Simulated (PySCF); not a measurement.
# Energy of Rb²⁺ (rubidium, charge +2) between two integer charges

The 4p beta orbital of [Ar] 3d10 4s2 4p5 is emptied in steps (occupation f), with all orbitals relaxed, ending at [Ar] 3d10 4s2 4p4. Calculation: PySCF 2.14, in aug-cc-pVTZ-X2C; scalar relativity by spin-free X2C-1e. The exact energy is a straight line in f; departures are measured from the line between the end points of the same method.

Q: Among UHF, LDA, PBE, PBE0, r2SCAN, LC-wPBE, BHandHLYP, wB97X, TPSS, r2SCAN0, which shows the largest delocalisation error (convex curve), and which is closest to linear?

A: Most convex: LDA (-1.644 eV at f = 0.5); closest to linear: UHF (0.091 eV).

| f | UHF (eV) | LDA (eV) | PBE (eV) | PBE0 (eV) | r2SCAN (eV) | LC-wPBE (eV) | BHandHLYP (eV) | wB97X (eV) | TPSS (eV) | r2SCAN0 (eV) |
| --- | --- | --- | --- | --- | --- | --- | --- | --- | --- | --- |
| 1 | 0.000 | 0.000 | 0.000 | 0.000 | 0.000 | 0.000 | 0.000 | 0.000 | 0.000 | 0.000 |
| 0.9 | 0.035 | -0.593 | -0.576 | -0.426 | -0.544 | -0.160 | -0.284 | -0.202 | -0.564 | -0.404 |
| 0.7 | 0.078 | -1.383 | -1.340 | -0.991 | -1.256 | -0.371 | -0.665 | -0.475 | -1.310 | -0.934 |
| 0.5 | 0.091 | -1.644 | -1.589 | -1.175 | -1.475 | -0.437 | -0.795 | -0.573 | -1.552 | -1.097 |
| 0.3 | 0.074 | -1.378 | -1.328 | -0.982 | -1.216 | -0.363 | -0.671 | -0.490 | -1.295 | -0.905 |
| 0.1 | 0.031 | -0.588 | -0.566 | -0.418 | -0.511 | -0.153 | -0.289 | -0.215 | -0.550 | -0.381 |
| 0 | 0.000 | 0.000 | 0.000 | 0.000 | 0.000 | 0.000 | 0.000 | 0.000 | 0.000 | 0.000 |

| method | E(f=0) − E(f=1) (eV) | −ε at f=1 (eV) | −ε at f=0.5 (eV) |
| --- | --- | --- | --- |
| UHF | 39.096 | 39.486 | 39.084 |
| LDA | 40.576 | 33.982 | 40.592 |
| PBE | 40.240 | 33.834 | 40.275 |
| PBE0 | 40.307 | 35.570 | 40.333 |
| r2SCAN | 40.422 | 34.352 | 40.541 |
| LC-wPBE | 40.427 | 38.642 | 40.450 |
| BHandHLYP | 40.261 | 37.107 | 40.246 |
| wB97X | 40.336 | 38.102 | 40.293 |
| TPSS | 40.313 | 34.041 | 40.359 |
| r2SCAN0 | 40.412 | 35.903 | 40.499 |

Reference removal energy between the ground levels: 39.247 eV (semi-empirical (NIST evaluation); NIST Atomic Spectra Database, ionization energies). The calculation has no spin-orbit coupling. UHF lacks correlation.
